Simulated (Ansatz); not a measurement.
Consider the cleavage of the Si–Si bond: `O[SiH2][SiH](Cl)Cl` + `CC(=N)O` → `CC(=N)O[SiH2]O` + `Cl[SiH2]Cl`.

Program: Ansatz. Geometries: PBE0-D4/def2-TZVP. ΔE: electronic, gas phase. CCSD(T)/CBS adds triple-zeta CCSD(T) − MP2 to the extrapolated MP2 energy (def2 sets, frozen cores). DFT in def2-TZVPP. B3LYP here is the variant with VWN-RPA as its local correlation; programs differ in this. One conformer a species, not always the lowest.

```json
{"level": "PBE-D4", "ΔE (kJ/mol)": "-94.0", "difference from CCSD(T)/CBS": "27.6"}
{"level": "r2SCAN-D4", "ΔE (kJ/mol)": "-114.4", "difference from CCSD(T)/CBS": "7.2"}
{"level": "PBE0-D4", "ΔE (kJ/mol)": "-102.9", "difference from CCSD(T)/CBS": "18.7"}
{"level": "ωB97X-V", "ΔE (kJ/mol)": "-118.2", "difference from CCSD(T)/CBS": "3.4"}
{"level": "ωB97M-V", "ΔE (kJ/mol)": "-124.4", "difference from CCSD(T)/CBS": "-2.8"}
{"level": "r2SCAN", "ΔE (kJ/mol)": "-114.3", "difference from CCSD(T)/CBS": "7.3"}
{"level": "PBE0", "ΔE (kJ/mol)": "-103.2", "difference from CCSD(T)/CBS": "18.4"}
{"level": "B3LYP", "ΔE (kJ/mol)": "-115.8", "difference from CCSD(T)/CBS": "5.8"}
{"level": "MP2/def2-TZVPP", "ΔE (kJ/mol)": "-131.3", "difference from CCSD(T)/CBS": "-9.7"}
{"level": "SCS-MP2/def2-TZVPP", "ΔE (kJ/mol)": "-132.4", "difference from CCSD(T)/CBS": "-10.8"}
{"level": "CCSD/def2-TZVPP", "ΔE (kJ/mol)": "-126.5", "difference from CCSD(T)/CBS": "-4.9"}
{"level": "CCSD(T)/def2-TZVPP", "ΔE (kJ/mol)": "-125.2", "difference from CCSD(T)/CBS": "-3.6"}
{"level": "HF/def2-QZVPP", "ΔE (kJ/mol)": "-139.0", "difference from CCSD(T)/CBS": "-17.4"}
{"level": "MP2/def2-QZVPP", "ΔE (kJ/mol)": "-129.8", "difference from CCSD(T)/CBS": "-8.2"}
{"level": "SCS-MP2/def2-QZVPP", "ΔE (kJ/mol)": "-130.8", "difference from CCSD(T)/CBS": "-9.2"}
{"level": "CCSD/CBS(def2)", "ΔE (kJ/mol)": "-122.9", "difference from CCSD(T)/CBS": "-1.3"}
{"level": "CCSD(T)/CBS", "ΔE (kJ/mol)": "-121.6", "difference from CCSD(T)/CBS": "0"}
```

Largest T1 diagnostic among the species: 0.013.

In def2-TZVPP, CCSD(T) changes the Hartree–Fock value by +12.3 kJ/mol (the triples alone add +1.4 kJ/mol) and MP2 by +6.1 kJ/mol. From PBE to PBE0 (25 % exact exchange), in def2-TZVPP and without D4, ΔE moves by −9.2 kJ/mol.
